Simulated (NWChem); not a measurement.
**Correlation energy of CH4N**

```xyz
6

C      0.5953    -0.1823     0.0000
N     -0.7292     0.3692     0.0000
H      0.7756    -0.8336     0.8827
H      1.3596     0.6118     0.0000
H      0.7756    -0.8336    -0.8827
H     -1.3778    -0.4354     0.0000
```
Charge 0, spin multiplicity 2.

Everything below was run with NWChem. All single points use one geometry, from UB3LYP/def2-SVP, a minimum by its harmonic frequencies.

Basis set: 6-311G**. Each correlation energy counts from its own Hartree-Fock reference.

The correlated methods keep 2 core orbitals frozen. The Pople sets run with spherical d functions. The structure started from a generated list of species. The unpaired electrons of the parent sit in orbitals of symmetry a" (Cs labels of the run); other states weren't searched. No SCF solution was tested for a lower state. Open-shell Hartree-Fock references start from PBE0 orbitals. Coupled-cluster values serve here as a point of comparison, not as the truth.

```csv
method,correlation energy (mHa)
CCSD(T) on ROHF,…
UMP2,-302.1
CCSD(T) on UHF,-343.7
SCS-UMP2,-303.8
CCSD on ROHF,-339.3
CCSD[T] on ROHF,-349.1
CCSD on UHF,-334.4
CCSD[T] on UHF,…
```

### Question
What belongs in the gaps?

### Answer

- CCSD(T) on ROHF, correlation energy (mHa): -348.8
- CCSD[T] on UHF, correlation energy (mHa): -344.1
